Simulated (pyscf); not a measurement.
**[F–W(=S)=S]•, doublet**

Gas-phase minimum from PySCF at ωB97X-D3(BJ)/def2-SVP, one conformer. Other isomers of [F–W(=S)=S]• were not searched in full and may lie lower. 

```
W
F 1 1.8736
S 1 2.1078 2 124.44
S 1 2.1078 2 124.42 3 179.37
```
Charge 0, spin multiplicity 2.

Properties at ωB97X-D3(BJ)/def2-SVP:

```yaml
harmonic_wavenumbers_unscaled: 23, 176, 177, 588, 588, 697 cm⁻¹
zero_point_energy: 3.2 kcal/mol
rotational_symmetry_number: 2
Entropy of this conformer at 298 K and 1 atm, rigid rotor and harmonic oscillator, modes under 100 cm⁻¹ raised to 100: 333.5 J/(mol K)
dipole_moment: 0.84 D
Spin expectation value S2: 0.770
```

Single-point totals, which compare only within one level:

```json
[
 {"level": "ωB97X-D3(BJ)/def2-TZVP", "total energy (hartree)": "-963.56073"},
 {"level": "PBE/def2-TZVP", "total energy (hartree)": "-963.14193"},
 {"level": "r²SCAN/def2-TZVP", "total energy (hartree)": "-963.47256"},
 {"level": "B3LYP-D3(BJ)/def2-TZVP", "total energy (hartree)": "-963.58344"},
 {"level": "PBE0-D3(BJ)/def2-TZVP", "total energy (hartree)": "-963.13889"},
 {"level": "M06-2X/def2-TZVP", "total energy (hartree)": "-963.32828"},
 {"level": "ωB97M-D3(BJ)/def2-TZVP", "total energy (hartree)": "-963.57546"}
]
```

The lowest mode is so soft that the shape along it may change with the basis. Open-shell species with a d-block atom are single-reference here; other states, and whether the spin sits on metal or ligand, were not checked. Elements past Kr carry the def2 core potentials, without spin-orbit coupling.
